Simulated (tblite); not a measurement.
Compound: C₃H₁₀Ge₂Si.
Atom-mapped SMILES: `[CH:1]#[C:2][Ge@@H:3]([CH3:4])[SiH2:5][GeH3:6]` (hydrogens: H7 on C1; H8 on Ge3; H9, H10, H11 on C4; H12, H13 on Si5; H14, H15, H16 on Ge6)

Computed with GFN2-xTB (tblite), gas phase: L-BFGS steps from a force-field or distance-geometry start until the largest atomic force falls under 0.01 eV/Å.

Step 7: E = -462.9241 eV
```
atom  x, y, z in Å  |  force x, y, z in eV/Å
C1     -2.5155    1.8369   -0.4008    0.189  -0.435   0.201
C2     -2.0043    0.8366    0.0425   -0.234   0.382  -0.146
Ge3    -1.0573   -0.6557    0.7495   -0.122  -0.144  -0.009
C4     -0.6628   -1.8648   -0.7529    0.097  -0.191  -0.248
Si5     0.9113    0.0072    1.7882   -0.125  -0.069   0.200
Ge6     2.2009    1.0655    0.2097    0.091   0.058   0.021
H7     -2.9931    2.6924   -0.7833   -0.014   0.045  -0.033
H8     -2.0209   -1.3585    1.6897   -0.107   0.028  -0.066
H9     -0.1265   -2.7471   -0.4028   -0.049   0.038   0.035
H10    -0.0179   -1.3689   -1.4801   -0.047   0.036   0.058
H11    -1.5461   -2.2086   -1.2871   -0.037   0.053   0.074
H12     0.6033    0.9189    2.8854    0.061   0.005   0.127
H13     1.6051   -1.1783    2.2911    0.031  -0.010   0.101
H14     2.5609    0.2204   -0.9586    0.091  -0.063  -0.169
H15     3.5025    1.5539    0.7360    0.197   0.100  -0.028
H16     1.5530    2.2590   -0.3883   -0.022   0.168  -0.118
```

Step 8: E = -462.9370 eV
```
atom  x, y, z in Å  |  force x, y, z in eV/Å
C1     -2.5176    1.8343   -0.3991    0.234  -0.518   0.237
C2     -2.0133    0.8313    0.0473   -0.236   0.475  -0.200
Ge3    -1.0582   -0.6556    0.7470   -0.182  -0.270   0.029
C4     -0.6642   -1.8706   -0.7580    0.102  -0.098  -0.205
Si5     0.9047    0.0030    1.8030   -0.063  -0.022   0.144
Ge6     2.1974    1.0628    0.2180    0.204   0.136  -0.066
H7     -2.9892    2.6902   -0.7834   -0.051   0.094  -0.052
H8     -2.0379   -1.3562    1.6823   -0.040   0.045  -0.091
H9     -0.1278   -2.7519   -0.4033   -0.060   0.065  -0.003
H10    -0.0188   -1.3662   -1.4823   -0.085  -0.036   0.089
H11    -1.5506   -2.2119   -1.2910    0.014   0.062   0.089
H12     0.6093    0.9207    2.9002    0.050  -0.015   0.103
H13     1.6084   -1.1795    2.3014    0.014  -0.003   0.094
H14     2.5706    0.2333   -0.9649    0.046  -0.070  -0.094
H15     3.5139    1.5626    0.7204    0.083   0.048  -0.018
H16     1.5659    2.2626   -0.3995   -0.031   0.107  -0.055
```

**Question.** Estimate the geometry and energy of step 9. (The exact step hangs on the optimiser's Hessian estimate; all steps are aligned on step 8, rigid shifts and turns removed.)

**Answer.** E = -462.9466 eV, largest force 0.342 eV/Å
```
atom  x, y, z in Å  |  force x, y, z in eV/Å
C1     -2.5194    1.8308   -0.3971    0.122  -0.291   0.133
C2     -2.0205    0.8286    0.0506   -0.103   0.269  -0.121
Ge3    -1.0622   -0.6599    0.7446   -0.164  -0.271   0.036
C4     -0.6639   -1.8766   -0.7648    0.048   0.005  -0.076
Si5     0.8981   -0.0008    1.8167    0.002   0.027   0.031
Ge6     2.1981    1.0630    0.2230    0.219   0.150  -0.111
H7     -2.9864    2.6890   -0.7839   -0.048   0.075  -0.039
H8     -2.0524   -1.3539    1.6753   -0.021   0.029  -0.087
H9     -0.1293   -2.7551   -0.4033   -0.045   0.046  -0.037
H10    -0.0203   -1.3640   -1.4832   -0.071  -0.067   0.059
H11    -1.5545   -2.2135   -1.2926    0.033   0.045   0.064
H12     0.6149    0.9220    2.9140    0.037  -0.029   0.085
H13     1.6113   -1.1805    2.3113   -0.004   0.008   0.085
H14     2.5790    0.2416   -0.9718    0.009  -0.053  -0.015
H15     3.5250    1.5705    0.7084    0.009   0.015  -0.009
H16     1.5751    2.2677   -0.4093   -0.021   0.041   0.001
```

The energy changes by -0.0095 eV. The first-order estimate −F·Δx gives -0.0138 eV and the mean of the old and new forces, exact on a quadratic surface, -0.0096 eV. The step makes an angle of 72° with the force vector and moves no atom by more than 0.018 Å.

What follows is the cost of the whole relaxation. On one thread of an Arm Neoverse N1, shared host with 64 logical CPUs at a one-minute load of 57, this took 0.89 s.
